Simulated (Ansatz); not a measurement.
Basis sets compared for the cluster Ge6Te6. Total charge 0; singlet. Geometry PBE-D4/def2-SVP. Ansatz on 2 threads of AMD EPYC 7R13 on a shared host and a share (18 GiB) of an NVIDIA H100 80GB HBM3; times are rough, and most runs start from earlier orbitals.

Cartesian coordinates in Å:
```
Ge -0.719 -0.915 1.584
Ge -1.557 -0.701 -0.683
Ge 0.296 0.821 -2.965
Ge 3.443 1.418 0.264
Ge -1.389 -3.204 -1.314
Ge -0.642 2.492 1.601
Te 1.426 0.707 1.975
Te -1.485 1.905 -1.065
Te -2.148 0.721 3.019
Te -0.757 -3.551 1.313
Te 0.885 -1.565 -1.621
Te 2.646 1.872 -2.107
```

In the def2 sets Te takes a core potential; there is no spin–orbit coupling. Single mean-field runs in def2-TZVP are fitted with def2-universal-jkfit. Another isomer (singlet) lies 0.41 eV lower at PBE0-D4/def2-TZVP; other spin states weren't run for this one.

Binding counts from free atoms (Ge triplet, Te triplet) in the same basis, without a counterpoise term.

```json
{"level": "PBE-D4/def2-SVP", "functions": "348", "energy (Eh)": "-14067.1657", "HOMO (eV)": "-5.14", "LUMO (eV)": "-4.06", "binding per atom (eV)": "3.04", "wall time": "4 s"}
{"level": "PBE0-D4/def2-SVP", "functions": "348", "energy (Eh)": "-14067.5432", "HOMO (eV)": "-6.00", "LUMO (eV)": "-3.62", "binding per atom (eV)": "2.85", "wall time": "9 s"}
```

Estimate the rows for PBE-D4/def2-TZVP (with forces), PBE0-D4/def2-TZVP.


```tsv
level	functions	energy (Eh)	HOMO (eV)	LUMO (eV)	binding per atom (eV)	wall time
PBE-D4/def2-TZVP (with forces)	588	-14068.7936	-5.14	-4.05	3.05	7 s
PBE0-D4/def2-TZVP	588	-14069.1679	-5.96	-3.57	2.88	7.5 s
```
